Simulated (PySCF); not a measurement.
Trend along the chalcogens: MCs cations

r²SCAN with double-zeta basis sets in PySCF, for the lowest determinant that a PBE0 search found; no spin–orbit coupling. De refers to high-spin ground-configuration atoms (the charge goes to the atom of lower measured ionisation energy or higher electron affinity, which is not always the lowest computed limit). A positive dipole points towards Cs; it is taken about the centre of mass and depends on that origin.

```json
{"M": "O", "basis": "def2-SVP", "charged atom": "Cs+", "state (unpaired electrons)": "triplet (π ↑↑)", "Re (Å)": "3.326", "ωe (cm⁻¹)": "113", "De (eV)": "0.22", "μ (D)": "1.21"}
{"M": "S", "basis": "def2-SVP", "charged atom": "Cs+", "state (unpaired electrons)": "triplet (π ↑↑)", "Re (Å)": "3.770", "ωe (cm⁻¹)": "82.6", "De (eV)": "0.30", "μ (D)": "2.36"}
{"M": "Se", "basis": "def2-SVP", "charged atom": "Cs+", "state (unpaired electrons)": "triplet (π ↑↑)", "Re (Å)": "3.899", "ωe (cm⁻¹)": "56.8", "De (eV)": "0.29", "μ (D)": "5.64"}
{"M": "Te", "basis": "def2-SVP", "charged atom": "Cs+", "state (unpaired electrons)": "triplet (π ↑↑)", "Re (Å)": "4.100", "ωe (cm⁻¹)": "48.8", "De (eV)": "0.30", "μ (D)": "7.97"}
```

Q: By what factor does the bond length vary along the series?

A: At r²SCAN it runs from 3.326 Å (CsO⁺) to 4.100 Å (CsTe⁺), a factor of 1.23.

Down a group the atoms grow and get heavier, so bonds lengthen and wavenumbers fall; this series shows no clear exception.

Weak bonds: CsO⁺, CsSe⁺, CsS⁺, CsTe⁺. Basis-set superposition, not corrected here, can be much of De in a small basis, most of all at correlated wavefunction levels. Spin–orbit coupling is left out, which matters for elements this heavy, above all for dissociation energies. For an ion De counts to the pair picked by the measured ionisation energies or electron affinities, which need not be the lowest pair at this level. States were picked by a PBE0 search and need not be the measured ground states.
